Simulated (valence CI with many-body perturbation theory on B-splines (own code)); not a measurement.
# Dy59+: what each term of the Hamiltonian does

Computed by configuration interaction combined with many-body perturbation theory (CI+MBPT): five valence electrons over a frozen Dirac-Fock core [He], a basis of 9 s, 9 p, 8 d, 6 f, 3 g, 1 h functions for each j, with the one-electron correlation potential Σ1, the two-electron term Σ2, the three-electron term Σ3, Breit, model QED; selected CI, second order for the rest (own B-spline code, finite nucleus).

No measured spectrum was set against this ion. As an estimate, large intervals hold to a few tenths of a per cent, small ones and those within an open d or f shell to about a per cent. Among the levels kept, up to 1100 cm⁻¹ of a level comes from second order outside the variational space, and about a tenth of that is noise between levels of different J, which matters for small intervals.

Each rung adds one term. CI alone is the Dirac-Coulomb CI over the frozen core; QED comes last and gives the full result, which names the levels. Energies are above (2s^2 2p1/2^2 2p3/2) J=3/2 on the same rung, in eV.

Levels are named by their leading jj configuration (3d3/2^4 stands for four electrons in 3d with j = 3/2), which in mixed levels can hold well under half, so a name can repeat and another be missing. Letters in brackets count levels of one name in rising energy.

| Level | CI alone |
| --- | --- |
| (2s^2 2p1/2 2p3/2^2) J=3/2 | 825.3 |
| (2s^2 2p1/2 2p3/2^2) J=5/2 | 854.8 |
| (2s^2 2p1/2 2p3/2^2) J=1/2 | 889.3 |
| (2s 2p1/2^2 2p3/2^2) J=5/2 | 1121.5 |
| (2s 2p1/2^2 2p3/2^2) J=1/2 | 1205.2 |
| (2s 2p1/2^2 2p3/2^2) J=3/2 | 1211.5 |
| (2s^2 2p3/2^3) J=3/2 | 1718.9 |
| (2s 2p1/2 2p3/2^3) J=3/2 [a] | 1967.0 |
| (2s 2p1/2 2p3/2^3) J=5/2 | 2012.5 |
| (2s 2p1/2 2p3/2^3) J=1/2 | 2058.4 |
| (2s 2p1/2 2p3/2^3) J=3/2 [b] | 2072.0 |
| (2p1/2^2 2p3/2^3) J=3/2 | 2391.7 |
| (2s 2p3/2^4) J=1/2 | 2900.2 |
| (2p1/2 2p3/2^4) J=1/2 | 3243.6 |
| (2s^2 2p1/2^2 3s) J=1/2 | 6975.1 |
| (2s^2 2p1/2^2 3p1/2) J=1/2 | 7063.2 |

What do these energies become with core correlation, Breit and QED?

(2s^2 2p1/2 2p3/2^2) J=3/2 815.3 (-10.04); (2s^2 2p1/2 2p3/2^2) J=5/2 837.7 (-17.06); (2s^2 2p1/2 2p3/2^2) J=1/2 881.1 (-8.21); (2s 2p1/2^2 2p3/2^2) J=5/2 1105.8 (-15.71); (2s 2p1/2^2 2p3/2^2) J=1/2 1196.5 (-8.74); (2s 2p1/2^2 2p3/2^2) J=3/2 1197.9 (-13.67); (2s^2 2p3/2^3) J=3/2 1698.2 (-20.77); (2s 2p1/2 2p3/2^3) J=3/2 [a] 1945.1 (-21.86); (2s 2p1/2 2p3/2^3) J=5/2 1983.5 (-28.99); (2s 2p1/2 2p3/2^3) J=1/2 2036.4 (-21.98); (2s 2p1/2 2p3/2^3) J=3/2 [b] 2046.0 (-26.03); (2p1/2^2 2p3/2^3) J=3/2 2366.7 (-24.98); (2s 2p3/2^4) J=1/2 2868.8 (-31.38); (2p1/2 2p3/2^4) J=1/2 3208.2 (-35.41); (2s^2 2p1/2^2 3s) J=1/2 6970.9 (-4.16); (2s^2 2p1/2^2 3p1/2) J=1/2 7059.0 (-4.15).

How does the ionisation energy move along the ladder, and which term matters most?

CI alone 12998, + Σ1 12998, + Σ2 12999, + Σ3 12998, + Breit 12988, + QED 12987 eV. The largest step is Breit, -10 eV. NIST lists 12986 ± 7 eV (theoretical).
